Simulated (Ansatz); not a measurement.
Gas-phase electronic energies from Ansatz, PBE0-D4/def2-TZVP geometries. CBS: MP2 limit from def2 TZ/QZ plus the TZ coupled-cluster correction, frozen cores. This one scheme is used for every species. DFT in def2-TZVPP. Each species was taken in one conformer, which may not be the lowest.

`C[N](C)[AlH2]` + `C[SiH2]O[SiH2]F` → `C[N](C)[AlH][F]` + `C[SiH2]O[SiH3]`  (redistribution)

```json
{"species": "`C[N](C)[AlH2]`", "r2SCAN energy (Eh)": "-378.15794"}
{"species": "`C[SiH2]O[SiH2]F`", "r2SCAN energy (Eh)": "-796.49765"}
{"species": "`C[N](C)[AlH][F]`", "r2SCAN energy (Eh)": "-477.50013"}
{"species": "`C[SiH2]O[SiH3]`", "r2SCAN energy (Eh)": "-697.16804"}
```

(1) Work out ΔE.

Largest T1 diagnostic among the species: 0.012.

## Answers

(1) ΔE = (-477.50013) + (-697.16804) − (-378.15794) − (-796.49765) = -0.01258 Eh = -7.9 kcal/mol. CCSD(T)/CBS gives -7.8 kcal/mol.

At CCSD(T), def2-SVP lies −2.6 kcal/mol from the extrapolated value and def2-TZVPP +0.1 kcal/mol. Leaving LDA and LC-ωPBE aside and taking each functional with its dispersion term where it has one, the values, not all of them listed here, spread over 3.0 kcal/mol, from B2PLYP to B97M-V. LDA lies +1.3 kcal/mol from PBE without D4.
